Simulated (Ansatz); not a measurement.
LiAl₃, relaxed as a singlet with RKS r2SCAN-D4/def2-TZVP in Ansatz, starting from the GFN1-xTB geometry. Force threshold 0.02 eV/Å.

The structure comes from a short search, and lower isomers may exist.

Start:

```
atom   x (Å)   y (Å)   z (Å)
 Al1  -0.686   0.516   0.120
 Al2  -1.695  -1.521  -0.526
 Al3   1.138   1.931   0.616
 Li4   1.243  -0.926  -0.210
```

| step | energy (eV) | largest force component (eV/Å) | SCF passes |
| --- | --- | --- | --- |
| 1 | -19990.6447 | 1.129 | 17 |
| 2 | -19990.7827 | 0.302 | 22 |
| 3 | -19990.8287 | 0.103 | 22 |
| 4 | -19990.8294 | 0.071 | 22 |
| 5 | -19990.8326 | 0.117 | 24 |
| 6 | -19990.8539 | 0.269 | 24 |
| 7 | -19990.9261 | 0.362 | 23 |
| 8 | -19991.0730 | 0.420 | 22 |
| 9 | -19991.2731 | 0.523 | 22 |
| 10 | -19991.5210 | 0.625 | 22 |
| 11 | -19991.7924 | 0.622 | 27 |
| 12 | -19992.0181 | 0.289 | 27 |
| 13 | -19992.0384 | 0.228 | 21 |
| 14 | -19992.0443 | 0.017 | 20 |

Force components are those of the run's own axes.

End:

Cartesian coordinates in Å:
```
Al -0.9206 0.3489 1.2251
Al -0.9571 -0.5203 -1.1320
Al 0.5723 1.3675 -0.5201
Li 1.3054 -1.1961 0.4271
```

Bonds formed: Al2–Al3 (atoms count from 1). The end is the same structure that another start reached, the lowest one found.

No frequencies were taken in this run, so the end may be a saddle point.

It took 17 s on 4 threads of Arm Neoverse V2 on a shared host.
